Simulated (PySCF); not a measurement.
## Static response to an electric field

Compound: C₂H₆Cl₂OSi.
Structure used (PBE0-D3(BJ)/def2-SVP), in Å, numbered top down from 1:
```xyz
12
C2H6Cl2OSi angstrom
C     -1.5787    0.3534    0.0895
O     -0.2355    0.6697   -0.1689
Si     0.7281    1.6332    0.7496
Cl     0.0266    3.5849    0.6879
C      2.4293    1.6180   -0.0265
Cl     3.1811    0.0148    0.2267
H     -1.9029   -0.4094   -0.6330
H     -2.2279    1.2388   -0.0225
H     -1.7174   -0.0541    1.1069
H      0.7421    1.2113    2.1738
H      2.3644    1.8085   -1.1077
H      3.0797    2.3826    0.4220
```

Level: wB97X-D/def2-SVPD (PySCF), static field, nuclei fixed, core orbitals frozen in the response. The polarisability tensor in these axes (au):

```
x   86.95 -6.90 -0.62
y   -6.90 87.42  0.96
z   -0.62  0.96 67.65
```

Q: Give the principal values, the mean and the anisotropy Δα = √{½[(α1 − α2)² + (α2 − α3)² + (α1 − α3)²]}.

A: Principal values 67.60, 80.28 and 94.14 au; mean 80.68 au = 11.95 Å³ = 13.30 × 10⁻⁴⁰ C²·m²/J; Δα = 22.99 au (29 % of the mean).

Q: What is the dipole moment, and where does it point?

A: (-1.02, 0.09, 0.15) D, 1.03 D in size, pointing from the negative to the positive side. Measured along this direction, the outermost atoms are Cl6 at the negative end and H8 at the positive end.

Q: Estimate the molar refractivity from the static electronic polarisability.

A: Lorentz–Lorenz: R = (4π/3)N_A α = 2.5225 cm³/(mol·Å³) × 11.95 Å³ = 30.2 cm³/mol, in the limit of long wavelengths.

Q: Find the Langevin capture rate constant for H3O+ (19.018 u) meeting this molecule (143.956 u), k = 2.342 × 10⁻⁹ cm³/s × √(α in Å³ / reduced mass in u).

A: The reduced mass is 16.80 u, so k = 1.98 × 10⁻⁹ cm³/s. The formula leaves out the permanent dipole, which adds to the capture rate.

Q: Refractivity n − 1 of an ideal gas of it at 500 K and 1 atm, from the electronic α?

A: N = p/kT = 1.4678 × 10¹⁹ cm⁻³, so n − 1 = 2π × N × 11.95 × 10⁻²⁴ cm³ = 1103 × 10⁻⁶ at long wavelengths.

Q: Rayleigh depolarisation ratio (linearly polarised light, static tensor)?

A: ρ = 3Δα²/(45ᾱ² + 4Δα²) = 1586.0/(292884 + 2114.7) = 0.00538.

Q: Give the principal axes and the span of the nuclei along them.

A: Largest value along (-0.69, 0.72, 0.04), where the nuclei span 4.77 Å; middle along (0.72, 0.69, 0.02), 5.54 Å; least along (0.02, -0.04, 1.00), 3.28 Å. The strongest response doesn't lie along the longest of the three spans.

The structure is a single PBE0-D3(BJ)/def2-SVP conformer in the gas phase; no vibrational or solvent corrections.
